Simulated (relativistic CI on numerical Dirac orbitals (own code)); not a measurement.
# Energy levels of Cd XLIV

Method of calculation: Dirac-Coulomb-Breit CI, separate exchange-only KLI orbitals for each configuration, model QED (radiative potential, 1s self-energy scaled to tabulated hydrogen-like ionisation energies), unscaled Slater integrals (own radial code, finite nucleus).

Configurations in the expansion (outside the closed core 1s2): 2s2 2p, 2s 2p2, 2p3, 2p2 3s, 2p2 3p, 2p2 3d, 2s2 3s, 2s2 3p, 2s2 3d, 2s 2p 3s, 2s 2p 3p, 2s 2p 3d, 2s2 4s, 2s2 4p, 2s2 4d, 2s2 4f. Levels of other configurations are missing.

The lowest level is 2s2 2p 2P°_1/2, with 99 % of that term; Hund's rules for 2s2 2p give 2P° with J = 1/2, in agreement.

| No. | Configuration | Term | J | E (eV) | % | Next component (%) | Landé g | jj configuration (%) |
| --- | --- | --- | --- | --- | --- | --- | --- | --- |
| 1 | 2s2 2p | 2P° | 1/2 | 0.00 | 99 | 1 2p3 2P° | 0.646 | 2p1/2 (99) |
| 2 | 2s 2p2 | 4P | 1/2 | 136.51 | 64 | 25 2S | 2.259 | 2s 2p1/2^2 (96) |
| 3 | 2s2 2p | 2P° | 3/2 | 213.95 | 98 | 1 2p3 2P° | 1.319 | 2p3/2 (98) |
| 4 | 2s 2p2 | 4P | 3/2 | 309.47 | 94 | 4 2D | 1.671 | 2s 2p1/2 2p3/2 (99) |
| 5 | 2s 2p2 | 2D | 5/2 | 337.70 | 52 | 48 4P | 1.377 | 2s 2p1/2 2p3/2 (98) |
| 6 | 2s 2p2 | 2D | 3/2 | 382.44 | 70 | 29 2P | 0.950 | 2s 2p1/2 2p3/2 (99) |
| 7 | 2s 2p2 | 2P | 1/2 | 384.83 | 72 | 23 4P | 1.181 | 2s 2p1/2 2p3/2 (95) |
| 8 | 2p3 | 2P° | 3/2 | 531.83 | 43 | 31 4S° | 1.390 | 2p3/2 (98) |
| 9 | 2s 2p2 | 4P | 5/2 | 542.29 | 52 | 48 2D | 1.393 | 2s 2p3/2^2 (98) |
| 10 | 2s 2p2 | 2S | 1/2 | 607.08 | 71 | 17 2P | 1.848 | 2s 2p3/2^2 (98) |
| 11 | 2s 2p2 | 2P | 3/2 | 608.42 | 69 | 26 2D | 1.203 | 2s 2p3/2^2 (98) |
| 12 | 2p3 | 4S° | 3/2 | 718.77 | 53 | 46 2D° | 1.425 | 2p1/2 2p3/2^2 (99) |
| 13 | 2p3 | 2D° | 5/2 | 737.06 | 100 |  | 1.185 | 2p1/2 2p3/2^2 (100) |
| 14 | 2p3 | 2P° | 1/2 | 771.05 | 99 | 1 2s2 2p 2P° | 0.647 | 2p1/2 2p3/2^2 (99) |
| 15 | 2p3 | 2P° | 3/2 | 962.91 | 55 | 28 2D° | 1.277 | 2p3/2^3 (99) |
| 16 | 2s2 3s | 2S | 1/2 | 3982.83 | 97 | 2 2p2 3s 2S | 1.994 | 3s (97) |
| 17 | 2s2 3p | 2P° | 1/2 | 4031.33 | 95 | 2 2p2 3p 2P° | 0.671 | 3p1/2 (95) |
| 18 | 2s 2p 3s | 4P° | 1/2 | 4077.36 | 88 | 11 2P° | 2.415 | 2s 2p1/2 3s (98) |
| 19 | 2s2 3p | 2P° | 3/2 | 4085.16 | 47 | 32 2s 2p 3s 4P° | 1.452 | 2s 2p1/2 3s (52) |
| 20 | 2s2 3p | 2P° | 3/2 | 4103.78 | 50 | 35 2s 2p 3s 4P° | 1.466 | 3p3/2 (50) |
| 21 | 2s 2p 3s | 2P° | 1/2 | 4110.93 | 94 | 5 4P° | 0.743 | 2s 2p1/2 3s (97) |
| 22 | 2s 2p 3p | 4D | 1/2 | 4118.40 | 73 | 21 2P | 0.254 | 2s 2p1/2 3p1/2 (99) |
| 23 | 2s2 3d | 2D | 3/2 | 4129.90 | 59 | 18 2s 2p 3p 4D | 0.924 | 3d3/2 (59) |
| 24 | 2s2 3d | 2D | 3/2 | 4139.02 | 38 | 30 2s 2p 3p 4D | 1.020 | 2s 2p1/2 3p1/2 (58) |
| 25 | 2s2 3d | 2D | 5/2 | 4151.41 | 97 | 2 2p2 3d 2D | 1.195 | 3d5/2 (97) |
| 26 | 2s 2p 3p | 4P | 1/2 | 4158.86 | 53 | 27 2S | 2.048 | 2s 2p1/2 3p1/2 (97) |
| 27 | 2s 2p 3p | 4P | 3/2 | 4189.25 | 30 | 26 4D | 1.417 | 2s 2p1/2 3p3/2 (99) |
| 28 | 2s 2p 3p | 2P | 1/2 | 4203.18 | 42 | 20 2S | 1.293 | 2s 2p1/2 3p3/2 (87) |
| 29 | 2s 2p 3p | 4D | 5/2 | 4207.33 | 53 | 28 2D | 1.350 | 2s 2p1/2 3p3/2 (96) |
| 30 | 2s 2p 3p | 2D | 3/2 | 4210.61 | 48 | 18 4S | 1.239 | 2s 2p1/2 3p3/2 (97) |
| 31 | 2s 2p 3d | 4F° | 3/2 | 4217.79 | 74 | 14 2D° | 0.546 | 2s 2p1/2 3d3/2 (99) |
| 32 | 2s 2p 3d | 4F° | 5/2 | 4234.08 | 63 | 14 2F° | 1.052 | 2s 2p1/2 3d3/2 (78) |
| 33 | 2s 2p 3d | 4P° | 5/2 | 4245.22 | 41 | 22 4D° | 1.353 | 2s 2p1/2 3d5/2 (85) |
| 34 | 2s 2p 3d | 4D° | 1/2 | 4246.52 | 59 | 29 2P° | 0.395 | 2s 2p1/2 3d3/2 (92) |
| 35 | 2s 2p 3d | 4D° | 3/2 | 4247.76 | 37 | 23 4P° | 1.260 | 2s 2p1/2 3d3/2 (87) |
| 36 | 2s 2p 3d | 4F° | 7/2 | 4260.24 | 45 | 29 2F° | 1.251 | 2s 2p1/2 3d5/2 (97) |
| 37 | 2p2 3s | 4P | 1/2 | 4262.11 | 48 | 22 2S | 1.992 | 2p1/2^2 3s (87) |
| 38 | 2s 2p 3d | 2D° | 3/2 | 4270.75 | 47 | 39 2P° | 1.036 | 2s 2p1/2 3d5/2 (84) |
| 39 | 2s 2p 3d | 2F° | 5/2 | 4270.94 | 60 | 18 2D° | 1.036 | 2s 2p1/2 3d5/2 (90) |
| 40 | 2s 2p 3s | 4P° | 5/2 | 4291.46 | 97 | 1 2s 2p 3d 4P° | 1.579 | 2s 2p3/2 3s (97) |
| 41 | 2p2 3p | 4D° | 1/2 | 4296.12 | 39 | 37 2P° | 0.648 | 2p1/2^2 3p1/2 (91) |
| 42 | 2s 2p 3s | 2P° | 3/2 | 4307.32 | 80 | 19 4P° | 1.394 | 2s 2p3/2 3s (99) |
| 43 | 2s 2p 3p | 4P | 3/2 | 4344.22 | 48 | 23 4S | 1.632 | 2s 2p3/2 3p1/2 (99) |
| 44 | 2s 2p 3p | 2D | 5/2 | 4347.09 | 42 | 33 4D | 1.343 | 2s 2p3/2 3p1/2 (98) |
| 45 | 2s 2p 3s | 2P° | 1/2 | 4353.72 | 92 | 6 4P° | 0.784 | 2s 2p3/2 3s (97) |

Energies count from the lowest computed level; ° marks odd parity. Filled j subshells are mostly left out of the jj labels.

The mean weight of the leading LS term, summed over parents, in these 45 levels is 65 %, and that of the leading jj configuration (from the same eigenvectors) 92 %, so jj coupling describes them better and the LS labels are nominal.

At this charge energies of transitions that change n are usually good to better than 1 %, and those within a shell (Δn = 0) to a few per cent.

LS names give the leading component of a level, which can be under half, so a name can repeat, a term be missing and a line seem to break the LS rules.
